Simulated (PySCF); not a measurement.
CH10N2Si2, SMILES NC[SiH2][SiH2]N. Heavy atoms are numbered as in [NH2:1][CH2:2][SiH2:3][SiH2:4][NH2:5]. Hydrogens are named by the atom that carries them.

Coordinates come from a B3LYP-D3(BJ)/def2-SVP optimisation. The structure was generated by enumeration, and PubChem lists no compound with its InChIKey, so it may never have been made. One conformer was computed; it need not be the lowest.

The numbers are results of PBE/def2-TZVP in PySCF, not measurements.

ESP charges are fitted to the potential on shells at 1.4 to 2.0 van der Waals radii. Atomic charges (e), one atom of each kind:

| atom | Löwdin | IAO | ESP fit |
|---|---|---|---|
| N1 (NH2) | -0.17 | -0.57 | -0.96 |
| C2 (CH2) | -0.49 | -0.41 | 0.32 |
| Si3 (SiH2) | 0.12 | 0.34 | -0.27 |
| Si4 (SiH2) | 0.05 | 0.58 | 0.59 |
| N5 (NH2) | -0.28 | -0.83 | -0.99 |
| H on N1 | 0.15 | 0.25 | 0.35 |
| H on C2 | 0.14 | 0.16 | 0.05 |
| H on Si3 | -0.03 | -0.11 | -0.01 |
| H on Si4 | -0.03 | -0.11 | -0.10 |
| H on N5 | 0.16 | 0.27 | 0.39 |

Question: Give the Mayer and Wiberg (Löwdin basis) orders of the bonds. (The exact figures need the calculation; the answer reports its results.)

Answer: 
```csv
bond,Mayer,Wiberg
N1–C2,1.05,1.47
C2–Si3,0.99,1.17
Si3–Si4,0.93,1.10
Si4–N5,1.14,1.54
```
